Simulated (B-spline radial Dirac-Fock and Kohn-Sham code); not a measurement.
**X-ray form factors of mercury in several charge states**

Method: Dirac-Fock orbitals of the configuration average with a finite nucleus. Computed with a radial finite-basis atomic code.

Configurations: Hg [Xe] 4f14 5d10 6s2; Hg⁺ [Xe] 4f14 5d10 6s1; Hg⁴⁺ [Xe] 4f14 5d8; Hg⁵⁺ [Xe] 4f14 5d7. The first column is f₀ of Hg, the others are differences from it.

```tsv
s (Å⁻¹)	Hg	Δ Hg⁺	Δ Hg⁴⁺	Δ Hg⁵⁺
0	80.000	-1.000	-4.000	-5.000
0.05	78.897	-0.801	-3.511	-4.456
0.1	76.017	-0.393	-2.390	-3.184
0.15	72.198	-0.069	-1.251	-1.840
0.2	68.088	+0.080	-0.441	-0.818
0.25	64.028	+0.106	+0.004	-0.188
0.3	60.176	+0.078	+0.184	+0.128
0.35	56.599	+0.039	+0.212	+0.241
0.4	53.317	+0.007	+0.172	+0.242
0.45	50.324	-0.014	+0.113	+0.194
0.5	47.599	-0.023	+0.060	+0.133
0.6	42.827	-0.021	-0.004	+0.035
0.7	38.751	-0.009	-0.021	-0.012
0.8	35.174	+0.001	-0.017	-0.025
0.9	31.978	+0.006	-0.008	-0.022
1	29.109	+0.007	-0.002	-0.015
1.1	26.551	+0.005	+0.001	-0.008
1.2	24.301	+0.003	+0.002	-0.003
1.4	20.689	-0.001	0.000	+0.001
1.6	18.113	-0.002	-0.001	+0.001
```
